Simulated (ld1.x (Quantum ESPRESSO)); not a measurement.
**Pseudopotential generation for oxygen (O): TM, PBE, non-relativistic.**

Input for ld1.x (Quantum ESPRESSO) 7.5:

```
&input
   title='O', zed=8., rel=0, dft='PBE', iswitch=3,
   config='[He] 2s2 2p3 3d-2',
   nld=3, rlderiv=1.30, eminld=-5.0, emaxld=5.0, deld=0.02
 /
 &inputp
   pseudotype=2, tm=.true., lloc=0,
   nlcc=.true., new_core_ps=.true., rcore=0.50,
   file_pseudopw='O.UPF', file_wfcaegen='ae.wfc', file_wfcncgen='nc.wfc', file_beta='beta', file_chi='chi'
 /
3
2P  2  1   3.00   0.00  1.20  1.20  0.0
3D  3  2  -2.00   0.05  1.05  1.05  0.0
2S  1  0   2.00   0.00  0.70  0.70  0.0
 &test
   configts(1)='2s2 2p3'
 /
```

Command:

```bash
ld1.x < O.in > O.out
```

The program printed (shortened: banner, matrices, multipoles, cross overlaps and the repeated all-electron block are left out):

```
Program LD1 v.7.5
     --------------------------- All-electron run ----------------------------

     O

     atomic number is  8.00
     dft =PBE   lsd =0 sic =0 latt =0  beta=0.20 tr2=1.0E-14
     Exchange-correlation= PBE
                           (   1   4   3   4   0   0   0)
     mesh =1095 r(mesh) =  99.04343 a.u. xmin = -7.00 dx = 0.01250
     1 Ry =  13.60569312 eV

     n l     nl                  e(Ry)          e(Ha)          e(eV)
     1 0     1S 1( 2.00)       -39.1843       -19.5921      -533.1290
     2 0     2S 1( 2.00)        -2.9114        -1.4557       -39.6118
     2 1     2P 1( 3.00)        -1.7976        -0.8988       -24.4573

     final scf error:  2.3E-15 reached in  25 iterations

     Etot =    -148.682784 Ry,     -74.341392 Ha,   -2022.932328 eV

     Ekin =     148.315346 Ry,      74.157673 Ha,    2017.933078 eV
     Encl =    -344.872787 Ry,    -172.436394 Ha,   -4692.233311 eV
     Eh   =      63.523940 Ry,      31.761970 Ha,     864.287235 eV
     Exc  =     -15.649282 Ry,      -7.824641 Ha,    -212.919330 eV

     normalization and overlap integrals

     s(1S/1S) =  1.000000  <r> =   0.1997  <r2> =    0.0539  r(max) =   0.1298
     s(2S/2S) =  1.000000  <r> =   1.0855  <r2> =    1.4155  r(max) =   0.8569
     s(2P/2P) =  1.000000  <r> =   1.1100  <r2> =    1.5740  r(max) =   0.7851

     ------------------------ End of All-electron run ------------------------

     --------------------- Generating NC pseudopotential ---------------------

      Generating local pot.: lloc=0, matching radius rcloc =   0.7000

      Computing core charge for nlcc:

       r > 0.50 : true rho core
      Core charge pseudized with two Bessel functions
      Integrated core pseudo-charge :   0.67

      Wfc   2P  rcut= 1.186  Using Troullier-Martins method

      Wfc   3D  rcut= 1.047  Using Troullier-Martins method

     ------------------- End of pseudopotential generation -------------------

     Computing logarithmic derivative in   1.30256
     Computing logarithmic derivative in   1.30256
     Computing the partial wave expansion
       no projector for channel:   0
     R is outside the sphere for l=    1 j= 0.00
     R is outside the sphere for l=    2 j= 0.00

     ---------------------- Testing the pseudopotential ----------------------

     O

     atomic number is  8.00   valence charge is  6.00
     dft =PBE   lsd =0 sic =0 latt =0  beta=0.20 tr2=1.0E-14
     mesh =1095 r(mesh) =  99.04343 xmin = -7.00 dx = 0.01250

     n l     nl             e AE (Ry)        e PS (Ry)    De AE-PS (Ry)
     1 0     2S   1( 2.00)       -2.91142       -2.91142       -0.00000
     2 1     2P   1( 3.00)       -1.79758       -1.79758       -0.00000

     eps = 9.8E-15  iter =  9

     Etot =    -148.682784 Ry,     -74.341392 Ha,   -2022.932328 eV
     Etotps =   -31.869278 Ry,     -15.934639 Ha,    -433.603620 eV

     Ekin =      20.120053 Ry,      10.060026 Ha,     273.747260 eV
     Encl =     -57.053524 Ry,     -28.526762 Ha,    -776.252738 eV
     Ehrt =      20.718863 Ry,      10.359431 Ha,     281.894487 eV
     Ecxc =      -7.331382 Ry,      -3.665691 Ha,     -99.748538 eV
     (Ecc =      -1.487063 Ry,      -0.743532 Ha,     -20.232525 eV)
     Epseu=      -8.323287 Ry,      -4.161644 Ha,    -113.244091 eV

     ---------------------- End of pseudopotential test ----------------------
```

Generation and configuration tests took about 1.5 s on one core of a shared server CPU.

Transferability test of the new file with ld1.x, input:

```
&input
   title='O', zed=8., rel=0, dft='PBE', iswitch=2,
   config='[He] 2s2 2p3 3d-2'
 /
 &test
   file_pseudo='O.UPF', nconf=8,
   configts(1)='2s2 2p3',
   configts(2)='2s2 2p4',
   configts(3)='2s2 2p2',
   configts(4)='2s2 2p1',
   configts(5)='2s2 2p0',
   configts(6)='2s0 2p6',
   configts(7)='2s2 2p3.5',
   configts(8)='2s1 2p5'
 /
```

```bash
ld1.x < O.test.in > O.test.out
```

Pseudopotential blocks of its output, shortened (energy terms left out):

```
     ---------------------- Testing the pseudopotential ----------------------

     n l     nl             e AE (Ry)        e PS (Ry)    De AE-PS (Ry)
     1 0     2S   1( 2.00)       -2.91142       -2.91142       -0.00000
     2 1     2P   1( 3.00)       -1.79758       -1.79758       -0.00000

     eps = 7.9E-15  iter = 10

     Etot =    -148.682784 Ry,     -74.341392 Ha,   -2022.932329 eV
     Etotps =   -31.869278 Ry,     -15.934639 Ha,    -433.603619 eV

     ---------------------- End of pseudopotential test ----------------------

          ---------------------- Testing the pseudopotential ----------------------

     n l     nl             e AE (Ry)        e PS (Ry)    De AE-PS (Ry)
     1 0     2S   1( 2.00)       -1.75770       -1.75656       -0.00114
     2 1     2P   1( 4.00)       -0.66426       -0.66452        0.00026

     eps = 1.9E-15  iter = 15

     Etot =    -149.891029 Ry,     -74.945514 Ha,   -2039.371338 eV
     Etotps =   -33.077862 Ry,     -16.538931 Ha,    -450.047234 eV
     dEtot_ae =      -1.208245 Ry
     dEtot_ps =      -1.208583 Ry,   Delta E=       0.000338 Ry

     ---------------------- End of pseudopotential test ----------------------

          ---------------------- Testing the pseudopotential ----------------------

     n l     nl             e AE (Ry)        e PS (Ry)    De AE-PS (Ry)
     1 0     2S   1( 2.00)       -4.28388       -4.28293       -0.00095
     2 1     2P   1( 2.00)       -3.17856       -3.17288       -0.00567  !

     eps = 8.8E-15  iter =  9

     Etot =    -146.213707 Ry,     -73.106854 Ha,   -1989.338830 eV
     Etotps =   -29.402291 Ry,     -14.701145 Ha,    -400.038548 eV
     dEtot_ae =       2.469077 Ry
     dEtot_ps =       2.466987 Ry,   Delta E=       0.002089 Ry

     ---------------------- End of pseudopotential test ----------------------

          ---------------------- Testing the pseudopotential ----------------------

     n l     nl             e AE (Ry)        e PS (Ry)    De AE-PS (Ry)
     1 0     2S   1( 2.00)       -5.83702       -5.82787       -0.00915  !
     2 1     2P   1( 1.00)       -4.77420       -4.74856       -0.02564  !

     eps = 6.2E-15  iter =  9

     Etot =    -142.254160 Ry,     -71.127080 Ha,   -1935.466440 eV
     Etotps =   -25.456691 Ry,     -12.728345 Ha,    -346.355923 eV
     dEtot_ae =       6.428624 Ry
     dEtot_ps =       6.412587 Ry,   Delta E=       0.016037 Ry

     ---------------------- End of pseudopotential test ----------------------

          ---------------------- Testing the pseudopotential ----------------------

     n l     nl             e AE (Ry)        e PS (Ry)    De AE-PS (Ry)
     1 0     2S   1( 2.00)       -7.54352       -7.50967       -0.03385  !
     2 1     2P   1( 0.00)       -6.55957       -6.48457       -0.07500  !

     eps = 6.3E-15  iter = 10

     Etot =    -136.601989 Ry,     -68.300995 Ha,   -1858.564745 eV
     Etotps =   -19.851544 Ry,      -9.925772 Ha,    -270.094014 eV
     dEtot_ae =      12.080795 Ry
     dEtot_ps =      12.017734 Ry,   Delta E=       0.063060 Ry

     ---------------------- End of pseudopotential test ----------------------

          ---------------------- Testing the pseudopotential ----------------------

     n l     nl             e AE (Ry)        e PS (Ry)    De AE-PS (Ry)
     1 0     2S   1( 0.00)       -1.82237       -1.81819       -0.00419
     2 1     2P   1( 6.00)       -0.72361       -0.72419        0.00058

     eps = 1.5E-16  iter =  9

     Etot =    -147.698675 Ry,     -73.849337 Ha,   -2009.542842 eV
     Etotps =   -30.891654 Ry,     -15.445827 Ha,    -420.302369 eV
     dEtot_ae =       0.984109 Ry
     dEtot_ps =       0.977624 Ry,   Delta E=       0.006485 Ry

     ---------------------- End of pseudopotential test ----------------------

          ---------------------- Testing the pseudopotential ----------------------

     n l     nl             e AE (Ry)        e PS (Ry)    De AE-PS (Ry)
     1 0     2S   1( 2.00)       -2.30368       -2.30317       -0.00052
     2 1     2P   1( 3.50)       -1.19694       -1.19737        0.00044

     eps = 2.4E-15  iter = 11

     Etot =    -149.428747 Ry,     -74.714373 Ha,   -2033.081672 eV
     Etotps =   -32.615390 Ry,     -16.307695 Ha,    -443.754983 eV
     dEtot_ae =      -0.745963 Ry
     dEtot_ps =      -0.746112 Ry,   Delta E=       0.000149 Ry

     ---------------------- End of pseudopotential test ----------------------

          ---------------------- Testing the pseudopotential ----------------------

     n l     nl             e AE (Ry)        e PS (Ry)    De AE-PS (Ry)
     1 0     2S   1( 1.00)       -1.79109       -1.78864       -0.00245
     2 1     2P   1( 5.00)       -0.69490       -0.69550        0.00060

     eps = 2.3E-15  iter = 11

     Etot =    -148.796180 Ry,     -74.398090 Ha,   -2024.475170 eV
     Etotps =   -31.985244 Ry,     -15.992622 Ha,    -435.181412 eV
     dEtot_ae =      -0.113397 Ry
     dEtot_ps =      -0.115966 Ry,   Delta E=       0.002569 Ry

     ---------------------- End of pseudopotential test ----------------------
```
